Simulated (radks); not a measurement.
All-electron atom: Dy3.2+ in 1s(up 1, down 0.8) 2s2 2p6 3s2 3p6 3d10 4s2 4p6 4d10 4f9 5s2 5p6 (fractional occupations, a model configuration).

Calculated with a radial shooting solver on a logarithmic mesh with Libxc functionals: scalar-relativistic Kohn-Sham, PBE, spin-polarised, spherical densities, finite nucleus; open shells are filled with parallel spins first (spin-orbit coupling, left out, can overturn this in heavy ions); Fermi nuclear charge, rms radius 5.2218 fm.

Energy parts (hartree):
total: -11759.8803
kinetic: 12657.8124
electron-nucleus: -28777.4264
Hartree: 4616.9271
exchange-correlation: -257.1934

Orbitals (lengths in bohr, moments of r in powers of bohr; r(max) is where P^2 peaks; r(90%) holds 90 % of the orbital's charge):
orbital  occ.  eigenvalue (hartree)      <r>  r(90%)   r(max)      <r^4>
1s up       1             -1980.568  0.02109  0.0382  0.01336  9.859e-07
1s down   0.8             -1979.102  0.02110  0.0382  0.01337  9.876e-07
2s up       1             -331.5855  0.08956   0.139  0.07587  0.0001544
2s down     1             -331.4641  0.08958   0.139  0.07589  0.0001545
2p up       3             -294.8025  0.07919   0.129  0.06149  0.0001159
2p down     3             -294.7134  0.07921   0.129  0.06151  0.0001160
3s up       1             -74.97389   0.2339   0.343   0.2149   0.005893
3s down     1             -74.87121   0.2338   0.343   0.2148   0.005881
3p up       3             -63.63293   0.2326   0.348   0.2109   0.006181
3p down     3             -63.53603   0.2325   0.348   0.2109   0.006165
3d up       5             -48.93827   0.2113   0.329   0.1723   0.004884
3d down     5             -48.87906   0.2111   0.328   0.1722   0.004861
4s up       1             -15.97697   0.5276   0.758   0.4923     0.1434
4s down     1             -15.80161   0.5278   0.758   0.4923     0.1437
4p up       3             -12.22630   0.5583   0.812   0.5136     0.1878
4p down     3             -12.05461   0.5586   0.812   0.5136     0.1884
4d up       5              -7.08867   0.6042   0.907   0.5314     0.2912
4d down     5              -6.92400   0.6051   0.909   0.5314     0.2944
5s up       1              -3.04033    1.260    1.81    1.137      4.646
5s down     1              -2.95956    1.274    1.83    1.147      4.873
5p up       3              -2.11463    1.454    2.11    1.283      8.620
5p down     3              -2.05578    1.475    2.15    1.298      9.149
4f up       7              -1.48246   0.7830    1.33   0.5294      1.559
4f down     2              -1.33452   0.8070    1.38   0.5315      1.903

The highest occupied level is 4f down at -36.314 eV. The density falls to 0.001 e/bohr^3 at r = 3.15 bohr. Spin moment in Bohr magnetons: 5.2. Summed over all electrons, <r^2> = 33.42 bohr^2, which gives a Langevin (diamagnetic) susceptibility term of -26.5 x 10^-6 cm^3/mol.
